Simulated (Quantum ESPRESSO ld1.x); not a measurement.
Bi, 83 electrons, occupied as [Hg] 6p3 (the NIST ground configuration). Calculated with ld1.x of Quantum ESPRESSO 7.5: scalar-relativistic Kohn-Sham, LDA (Slater exchange, VWN5 correlation), spin-polarised, spherical densities, point nucleus; open shells are filled with parallel spins first. Some entries of the table are withheld. Estimate them.

| orbital | occ. | eigenvalue (eV) | r(max) (bohr) |
|---|---|---|---|
| 1s up | 1 | -90617.9 | 0.0096 |
| 1s down | 1 | -90617.8 | 0.0096 |
| 2s up | 1 | -16282.6 | 0.056 |
| 2s down | 1 | -16282.6 | 0.056 |
| 2p up | 3 | -13930.8 | 0.047 |
| 2p down | 3 | -13930.8 | 0.047 |
| 3s up | 1 | -3929.90 | 0.158 |
| 3s down | 1 | -3929.88 | 0.158 |
| 3p up | 3 | -3258.27 | 0.158 |
| 3p down | 3 | -3258.25 | 0.158 |
| 3d up | 5 | -2583.46 | 0.130 |
| 3d down | 5 | -2583.44 | 0.130 |
| 4s up | 1 | -901.084 | 0.355 |
| 4s down | 1 | -901.048 | 0.355 |
| 4p up | 3 | -681.026 | 0.376 |
| 4p down | 3 | -680.987 | 0.376 |
| 4d up | 5 | -429.700 | 0.382 |
| 4d down | 5 | -429.657 | 0.382 |
| 5s up | 1 | -157.868 | 0.772 |
| 5s down | 1 | -157.770 | 0.772 |
| 4f up | 7 | -152.754 | 0.341 |
| 4f down | 7 | -152.706 | 0.341 |
| 5p up | 3 | (1) | 0.857 |
| 5p down | 3 | (2) | 0.857 |
| 5d up | 5 | (3) | 1.04 |
| 5d down | 5 | (4) | 1.03 |
| 6s up | 1 | -15.1822 | 1.88 |
| 6s down | 1 | -13.8569 | 1.85 |
| 6p up | 3 | -5.2707 | (5) |
| 6p down | 0 | -3.7910 | (6) |

Answer. 
(1) 5p up eigenvalue (eV): -95.8112
(2) 5p down eigenvalue (eV): -95.6954
(3) 5d up eigenvalue (eV): -27.1446
(4) 5d down eigenvalue (eV): -26.8194
(5) 6p up r(max) (bohr): 2.46
(6) 6p down r(max) (bohr): 2.44
